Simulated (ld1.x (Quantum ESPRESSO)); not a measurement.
# Before and after: TM semilocal potential for cadmium (Cd)

Cd, norm-conserving Troullier–Martins (semilocal form), made with ld1.x (Quantum ESPRESSO) 7.5 (LDA (PZ), scalar-relativistic). Core [Kr], reference 4d10 5s0.5 5p0 (charge +1.5). Waves: 5s (bound): rc 2.30 bohr; 5p (bound, empty): rc 2.75 bohr; 4d (bound): rc 1.90 bohr. Local part: the d channel. Core correction: Bessel-smoothed model core inside 0.85 bohr.

Change: wave 4d (bound): rc 1.90 bohr becomes 4d (bound): rc 2.64 bohr.

Cutoffs: the cutoffs (Ry, on a coarse ladder) from which the occupation-weighted sum of valence levels, in a spherical-Bessel basis at the reference potential, stays within 10 and 1 mRy of its value at 400 Ry; they do not see the model core or the augmentation charge, which bear on the density cutoff. Errors are all-electron minus pseudo energies relative to the spin-unpolarised reference configuration.

Problem. What does the change do?

Solution. The potential gets softer (60 Ry and 90 Ry → 40 Ry and 70 Ry); of the 9 tests that both files solve, the error grows in 6 and shrinks in 0 by more than 15 % and 0.3 meV (median size 1.8 → 3.9 meV); neither file shows a bound ghost. A larger radius leaves more room for a smooth pseudo-wave, so fewer plane waves are needed. More of the atom is replaced by a form fitted at one configuration, so other configurations suffer. A semilocal file is local in each channel, so a ghost entry of none says nothing of the separable form that plane-wave codes build from it.

| quantity | base | changed |
| --- | --- | --- |
| cutoff, loose | 60 Ry | 40 Ry |
| cutoff, tight | 90 Ry | 70 Ry |
| loose cutoff by channel (10 mRy a level) | s 8 Ry, d 50 Ry | s 8 Ry, d 35 Ry |
| bound ghosts | none | none |
| error for 4d10 5s2 5p0, meV [ΔE -17.36 eV] | -7.6 | -10 |
| error for 4d10 5s1 5p0, meV [ΔE -7.73 eV] | -0.6 | -1.4 |
| error for 4d10 5s0 5p0, meV [ΔE 9.79 eV] | -4.8 | -6.4 |
| error for 4d10 5s1.5 5p0, meV [ΔE -13.49 eV] | -4.0 | -5.9 |
| error for 4d10 5s1 5p1, meV [ΔE -12.57 eV] | -1.8 | -2.0 |
| error for 4d9 5s0 5p0, meV [ΔE 48.04 eV] | -104 | -104 |
| error for 4d10 5s0 5p2, meV [ΔE -7.45 eV] | -0.4 | +0.3 |
| error for 4d10 5s0.5 5p0 (spin-polarised), meV [ΔE -0.05 eV] | +0.1 | -0.9 |
| error for 4d10 5s1 5p0 (spin-polarised), meV [ΔE -7.92 eV] | +0.2 | -3.9 |
| s: phases at 3.00 bohr within 0.05 rad from the reference energy up to (Ry; the scan ends near 5) | 1.2 | 1.2 |
| p: phases at 3.00 bohr within 0.05 rad from the reference energy up to (Ry; the scan ends near 5) | 1.9 | 1.9 |
| d: phases at 3.00 bohr within 0.05 rad from the reference energy up to (Ry; the scan ends near 5) | 0.1 | -0.7 |
